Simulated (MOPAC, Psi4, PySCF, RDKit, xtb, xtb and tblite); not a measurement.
Two geometries of C₆H₈O₂, SMILES C#CCCC(OC)=O, singlet, relaxed at GFN2-xTB with one dihedral held; other torsions can differ between them too.

Structure A

```
16

C     -3.5863     0.6489    -0.3759
C     -2.6713    -0.0313    -0.0140
C     -1.5402    -0.8278     0.4169
C     -0.2192    -0.0731     0.1944
C     -0.2477     1.2124     0.9905
O     -0.2607     1.2803     2.1910
O     -0.2736     2.2785     0.1852
C     -0.3588     3.5461     0.8212
H     -4.3991     1.2338    -0.6879
H     -1.6498    -1.0511     1.4820
H     -1.5254    -1.7686    -0.1396
H     -0.0850     0.1642    -0.8607
H      0.6104    -0.6873     0.5475
H      0.4397     3.6552     1.5578
H     -0.2611     4.2898     0.0348
H     -1.3209     3.6475     1.3271
```

Structure B

```
16

C     -3.9641    -0.1189    -0.1276
C     -2.8385    -0.4561     0.0975
C     -1.4678    -0.8407     0.3604
C     -0.4971     0.2734    -0.0376
C      0.9355    -0.1221     0.2345
O      1.2965    -1.1572     0.7265
O      1.7756     0.8492    -0.1494
C      3.1595     0.5990     0.0567
H     -4.9556     0.1635    -0.3198
H     -1.3504    -1.0659     1.4237
H     -1.2317    -1.7495    -0.1993
H     -0.7111     1.1888     0.5189
H     -0.5928     0.5103    -1.0995
H      3.4705    -0.2896    -0.4963
H      3.6846     1.4786    -0.3061
H      3.3624     0.4408     1.1178
```

Problem. Which is lower in energy at the level Psi4 with B3LYP-D3(BJ)/def2-SVP // GFN2-xTB, and by how much?

Solution. B is lower, by 1.17 kcal/mol (dihedral C2–C3–C4–C5: 60° in A, 180° in B).

E(B) − E(A) in kcal/mol at the other levels, on the same two geometries: GFN2-xTB (xtb and tblite) -0.10; MMFF94 // GFN2-xTB (RDKit) -2.31; B3LYP/def2-SVP // GFN2-xTB (Psi4) -1.96; PBE/def2-SVP // GFN2-xTB (Psi4) -1.74; PBE-D3(BJ)/def2-SVP // GFN2-xTB (Psi4) -1.24; UFF // GFN2-xTB (RDKit) -0.44; PM3, restricted, heats of formation // GFN2-xTB (MOPAC) -1.62; AM1, restricted, heats of formation // GFN2-xTB (MOPAC) -1.89; GFN1-xTB // GFN2-xTB (xtb) -0.76; restricted B3LYP/6-31G*, spherical d, density fitting // GFN2-xTB (PySCF) -1.93; restricted Hartree-Fock/6-31G*, spherical d, density fitting // GFN2-xTB (PySCF) -2.49; restricted B3LYP/6-311+G**, spherical d, density fitting // GFN2-xTB (PySCF) -2.01; restricted LDA (SVWN5)/6-31G*, spherical d, density fitting // GFN2-xTB (PySCF) -1.72.
